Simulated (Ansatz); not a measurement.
Isolated molecules relaxed with PBE0-D4/def2-TZVP in Ansatz; ΔE leaves out vibrations. CCSD(T)/CBS is the MP2 limit (def2-TZVPP, def2-QZVPP) plus CCSD(T) − MP2 in def2-TZVPP, frozen cores. Functionals use def2-TZVPP. B3LYP here is the variant with VWN-RPA as its local correlation; programs differ in this. HSE06 is defined as in plane-wave codes. No spin–orbit coupling; open shells (•) take unrestricted orbitals. Spin–orbit coupling would lower the free atoms: clearly for Br. Bonds to Br, Mg are less sure, by a few kJ/mol each and by 10 to 20 or more in all where they break to atoms, as the def2 sets lack core-valence functions. Scalar relativity is left out up to krypton.

Consider the atomization: `[Br][Mg][Br]` → 2 Br• + Mg (atom).

```tsv
level	ΔE (kJ/mol)	difference from CCSD(T)/CBS
LDA (SPW92)	757.2	42.5
PBE-D4	685.7	-29.0
revPBE-D4	665.3	-49.4
BLYP-D4	651.6	-63.1
r2SCAN-D4	719.9	5.2
B97M-V	684.1	-30.6
PBE0-D4	688.2	-26.5
B3LYP-D4	663.9	-50.8
r2SCANh-D4	714.8	0.1
r2SCAN0-D4	707.5	-7.2
BHLYP-D4	662.1	-52.6
CAM-B3LYP-D4	668.9	-45.8
ωB97X-V	693.2	-21.5
ωB97M-V	668.8	-45.9
B2PLYP	670.5	-44.2
PBE-QIDH	700.2	-14.5
PBE	680.1	-34.6
revPBE	654.3	-60.4
BLYP	640.3	-74.4
r2SCAN	718.7	4.0
B3LYP	654.7	-60.0
r2SCANh	713.4	-1.3
r2SCAN0	705.9	-8.8
HSE06	684.0	-30.7
CAM-B3LYP	663.6	-51.1
LC-ωPBE	687.3	-27.4
RPA@PBE/def2-TZVPP	586.4	-128.3
MP2/def2-SVP	690.8	-23.9
CCSD/def2-SVP	636.3	-78.4
CCSD(T)/def2-SVP	645.1	-69.6
HF/def2-TZVPP	556.9	-157.8
MP2/def2-TZVPP	706.2	-8.5
SCS-MP2/def2-TZVPP	678.1	-36.6
CCSD/def2-TZVPP	651.4	-63.3
CCSD(T)/def2-TZVPP	663.9	-50.8
MP2/def2-QZVPP	736.0	21.3
SCS-MP2/def2-QZVPP	707.8	-6.9
HF/CBS(def2)	558.8	-155.9
MP2/CBS(def2)	757.0	42.3
CCSD/CBS(def2)	702.2	-12.5
CCSD(T)/CBS	714.7	0
```

Largest T1 diagnostic among the species: 0.009.

In def2-TZVPP, CCSD(T) changes the Hartree–Fock value by +107.0 kJ/mol (the triples alone add +12.5 kJ/mol) and MP2 by +149.3 kJ/mol; breaking electron pairs costs correlation energy, which Hartree–Fock lacks. From BLYP to BHLYP (50 % exact exchange), in def2-TZVPP and without D4, ΔE moves by +12.2 kJ/mol. Leaving LDA and LC-ωPBE aside and taking each functional with its dispersion term where it has one, the values spread over 68.3 kJ/mol, from BLYP-D4 to r2SCAN-D4. LDA lies +77.1 kJ/mol from PBE without D4, its usual overbinding.

For atomizations the MP2-based limit and the directly extrapolated one differ by several kJ/mol either way, and by 10 to 25 for some Ge, Se and Sn compounds, so smaller differences from it don't rank the levels.
